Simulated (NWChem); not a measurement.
AlH3O; SMILES [OH][AlH2]

Computed with NWChem. Pople sets run with spherical d functions. Geometry: optimised at PBE0/def2-SVP. B3LYP is NWChem's, with the RPA form of VWN correlation. Ions are spin-unrestricted doublets at the neutral geometry; other ion states weren't tried.

| level | vertical ionisation energy, ΔSCF (eV) | −ε(HOMO) (eV) | ΔSCF minus −ε(HOMO) (eV) |
|---|---|---|---|
| B3LYP/6-31+G* | 10.90 | 8.21 | 2.69 |
| PBE/6-31+G* | 10.53 | 7.06 | 3.47 |
| CAM-B3LYP/6-31+G* | 11.10 | 9.82 | 1.28 |
| r2SCAN/6-31+G* | 10.68 | 7.38 | 3.30 |
| M06-2X/6-31+G* | ? | ? | ? |

### Question
Fill in the missing entries.

### Answer

- M06-2X/6-31+G*, vertical ionisation energy, ΔSCF (eV): 11.12
- M06-2X/6-31+G*, −ε(HOMO) (eV): 9.60
- M06-2X/6-31+G*, ΔSCF minus −ε(HOMO) (eV): 1.52
